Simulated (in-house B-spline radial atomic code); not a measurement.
Radial electron density of neutral neodymium, [Kr] 4d9 4f4 5s2 5p6 6s2 10p1. Computed with a B-spline radial code for spherical atoms: Dirac-Hartree-Fock, average of configuration, Fermi nucleus of rms radius 4.9123 fm.

Columns: r (bohr), 4πr²n(r) (electrons per bohr), bar.

```
0.000778    2.093 #
 0.00103    3.366 #
 0.00137      5.4 ##
 0.00182    8.529 ####
 0.00241    13.17 ######
  0.0032    19.94 ########
 0.00424     29.2 ############
 0.00563    41.17 #################
 0.00747    54.98 #######################
 0.00991    68.52 #############################
  0.0132    78.37 #################################
  0.0174    80.84 ##################################
  0.0231    76.24 ################################
  0.0307    71.09 ##############################
  0.0407    75.99 ################################
  0.0541    92.73 #######################################
  0.0717    104.2 ############################################
  0.0951    93.73 ########################################
   0.126    77.49 #################################
   0.167    83.64 ###################################
   0.222    89.28 ######################################
   0.295    59.85 #########################
   0.391    34.85 ###############
   0.519    39.36 #################
   0.688    34.56 ###############
   0.913    18.18 ########
    1.21    10.83 #####
    1.61    7.344 ###
    2.13     3.29 #
    2.83    1.234 #
    3.75   0.7461 
    4.98    0.356 
    6.61  0.07809 
    8.77  0.01182 
    11.6 0.004515 
    15.4  0.00141 
    20.5  0.00996 
    27.2 0.000851 
      36  0.01481 
    47.8 0.004286 
    63.4  0.03161 
    84.1  0.00496 
     112 4.441e-05 
     148 1.915e-08 
     197 1.126e-13
```

On this grid the curve has 7 maxima, near 0.0174, 0.0717, 0.222, 0.519, 20.5, 36, 63.4 bohr.

The 10p3/2 radial function P(r) = rR(r), positive near the nucleus, with its small component Q(r) (sign convention: Q ≈ (P' + κP/r)/2c):

```json
{"r (bohr)": "0.00424", "P": "0.0002637", "Q": "-2.942e-05"}
{"r (bohr)": "0.00747", "P": "0.0007217", "Q": "-8.099e-05"}
{"r (bohr)": "0.0132", "P": "0.001838", "Q": "-0.0002089"}
{"r (bohr)": "0.0231", "P": "0.004012", "Q": "-0.0004701"}
{"r (bohr)": "0.0407", "P": "0.006743", "Q": "-0.0008615"}
{"r (bohr)": "0.0717", "P": "0.005797", "Q": "-0.001043"}
{"r (bohr)": "0.126", "P": "-0.004173", "Q": "-0.0004067"}
{"r (bohr)": "0.222", "P": "-0.009529", "Q": "0.0005415"}
{"r (bohr)": "0.391", "P": "0.01047", "Q": "0.0001557"}
{"r (bohr)": "0.688", "P": "0.006331", "Q": "-0.0003747"}
{"r (bohr)": "1.21", "P": "-0.02664", "Q": "0.0001027"}
{"r (bohr)": "2.13", "P": "0.004763", "Q": "0.0001798"}
{"r (bohr)": "3.75", "P": "0.056", "Q": "-9.585e-05"}
{"r (bohr)": "6.61", "P": "-0.0145", "Q": "-0.0001136"}
{"r (bohr)": "11.6", "P": "-0.06809", "Q": "0.0001087"}
{"r (bohr)": "20.5", "P": "0.1005", "Q": "-5.195e-05"}
{"r (bohr)": "36", "P": "-0.1226", "Q": "4.2e-05"}
{"r (bohr)": "63.4", "P": "0.1781", "Q": "-2.742e-05"}
{"r (bohr)": "112", "P": "0.006898", "Q": "-2.89e-06"}
```
